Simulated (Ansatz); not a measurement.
Breaking the As1–H2 bond in AsH (multiplicity 3 held). Energies count from the point at 1.536 Å.


Signs of static correlation in cc-pVDZ, with CASSCF(6,5), from Ansatz (a program for electronic structure) runs.

```csv
R (Å),T1 of restricted CCSD,⟨S²⟩ of UHF,largest double amplitude of restricted CCSD,weight of the CASSCF reference in MRCISD,CASSCF natural occupations
1.228,0.017,2.017,0.044,0.956,1.99 1.99 1.00 1.00 0.02
1.382,0.018,2.017,0.058,0.955,1.99 1.98 1.00 1.00 0.03
1.536,0.019,2.017,0.078,0.954,2.00 1.97 1.00 1.00 0.04
1.689,0.021,2.020,0.104,0.954,2.00 1.95 1.00 1.00 0.05
1.843,0.026,2.049,?,0.954,2.00 1.93 1.00 1.00 0.08
2.073,0.037,?,0.192,0.953,2.00 1.86 1.00 1.00 0.14
2.303,0.058,2.650,0.255,0.953,2.00 1.77 1.00 1.00 0.23
2.687,0.128,2.875,0.335,0.953,2.00 1.53 1.00 1.00 0.47
3.071,0.249,2.955,0.259,0.954,2.00 1.32 1.00 1.00 0.68
3.532,0.349,2.987,0.103,0.954,2.00 1.16 1.00 1.00 0.84
4.146,0.402,2.998,0.118,0.954,2.00 1.07 1.00 1.00 0.93
4.914,0.422,3.000,0.124,0.954,2.00 1.02 1.00 1.00 0.98
6.142,0.427,3.001,0.126,0.954,2.00 1.00 1.00 1.00 1.00
```

Task: Fill in the missing entries.

Result: 
- 1.843, largest double amplitude of restricted CCSD: 0.136
- 2.073, ⟨S²⟩ of UHF: 2.355

Doubts at one or more of the structures used: a restricted determinant that unrestricted orbitals would lower (RO-CCSD(T)/cc-pVDZ); T1 above 0.05 (RO-CCSD(T)/cc-pVDZ, U-CCSD(T)/cc-pVDZ); other coupled-cluster roots lie near (RO-CCSD(T)/cc-pVDZ); a spin-contaminated determinant (U-CCSD(T)/cc-pVDZ).
